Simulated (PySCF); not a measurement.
C3H7BSi.
SMILES: `B[SiH2]C=C=C`

Torsions of this conformer, `[BH2:1][SiH2:2][CH:3]=[C:4]=[CH2:5]`: B1–Si2–C3–C4 -100°.

The closed-shell ground state was solved at several levels (PySCF, density fitting, gas phase, non-relativistic). One conformer (not necessarily the lowest) at the PBE0-D3(BJ)/def2-SVP geometry, without solvent, vibrations or thermal averaging.

```tsv
level	basis functions	total energy (Eh)	HOMO (eV)	LUMO (eV)	gap (eV)	dipole (D)
LDA/pcSseg-2	285	-430.2688	-6.44	-3.65	2.79	0.48
B97-2/pcSseg-2	285	-432.7972	-7.12	-2.37	4.75	0.31
PBE0/6-311+G(2d,p)	185	-432.5040	-7.36	-2.39	4.97	0.33
wB97X-D/pcSseg-2	285	-432.7814	-9.16	-0.52	8.64	0.26
KT2/pcSseg-2	285	-437.9882	-6.31	-3.36	2.95	0.43
PBE0/STO-3G	36	-427.3847	-5.25	0.88	6.13	0.56
PBE0/def2-SVP	109	-432.2611	-7.32	-2.32	5.00	0.40
LC-wPBE/pcSseg-2	285	-432.6302	-9.98	-0.12	9.86	0.25
KT3/pcSseg-2	285	-437.5736	-6.32	-3.26	3.06	0.38
HF/pcSseg-2	285	-431.2578	-9.81	1.06	10.87	0.22
```

Question: Estimate the row for PBE0/def2-TZVP, a basis of 203 functions; the other rows only guide the guess.

Answer: Total energy -432.5158 Eh, HOMO -7.35 eV, LUMO -2.38 eV, gap 4.97 eV, dipole 0.36 D.

Question: Over all these levels, which gives the widest orbital gap and which the narrowest?

Answer: HF/pcSseg-2 (Hartree–Fock, all exact exchange) has the widest, 10.87 eV, and LDA/pcSseg-2 (LDA) the narrowest, 2.79 eV. The two share the basis. From the narrowest to the widest the HOMO moves by -3.37 eV and the LUMO by +4.71 eV.

Question: How much does the basis alone move the frontier levels among the 4 PBE0 rows (the withheld one included)?

Answer: The HOMO by 2.11 eV and the LUMO by 3.27 eV. By rising basis size (HOMO, LUMO in eV): STO-3G -5.25, 0.88; def2-SVP -7.32, -2.32; 6-311+G(2d,p) -7.36, -2.39; def2-TZVP -7.35, -2.38.

Question: In the pcSseg-2 basis, how does the gap go with the fixed share of exact exchange?

Answer: LDA (0 %) 2.79 eV; KT2 (0 %) 2.95 eV; KT3 (0 %) 3.06 eV; B97-2 (21 %) 4.75 eV; HF (100 %) 10.87 eV. Each rise in the share widens the gap here.

Question: How far do the dipole and the HOMO energy spread over the levels?

Answer: The dipole runs from 0.22 to 0.56 D (mean 0.36 D) and the HOMO from -9.98 to -5.25 eV.

wB97X-D is run here without its empirical dispersion term; that term would change no orbital, density or response property at a fixed geometry.
